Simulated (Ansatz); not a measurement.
The cluster Al4P4, relaxed as a singlet with RKS PBE-D4/def2-SVP in Ansatz, starting from the GFN2-xTB geometry. Force threshold 0.03 eV/Å.

The structure comes from a short search, and lower isomers may exist.

Start:

Cartesian coordinates in Å:
```
Al -0.597 1.908 -0.245
Al -0.123 -0.293 -1.988
Al 0.122 0.294 1.990
Al 0.602 -1.911 0.244
P -0.241 1.903 -2.466
P -0.025 -2.534 -1.826
P 1.313 -1.581 2.353
P -1.051 2.213 1.938
```

Question: Estimate the energy that the relaxation releases and the steps that it takes.

Answer: 0.19 eV, in 4 steps; 12 s on 4 threads of Arm Neoverse N1 on a shared host. No frequencies were taken in this run, so the end may be a saddle point.

Question: Does the start keep its bonding and symmetry?

Answer: By distances, no bond broke or formed. The bond that changes most is Al4–P6, from 2.25 to 2.22 Å (atoms count from 1). Point group D2d at the start, D2d at the end, both within 0.05 Å.

Question: Predict the relaxed structure.

Answer: 
```csv
atom,x (Å),y (Å),z (Å)
Al1,-0.597,1.905,-0.244
Al2,-0.122,-0.292,-1.985
Al3,0.122,0.292,1.985
Al4,0.597,-1.904,0.244
P5,0.184,1.883,-2.325
P6,-0.429,-2.468,-1.646
P7,1.622,-1.341,2.134
P8,-1.378,1.926,1.837
```
Bond lengths (bridged metal pairs left out): 8 × Al–P 2.22 Å.
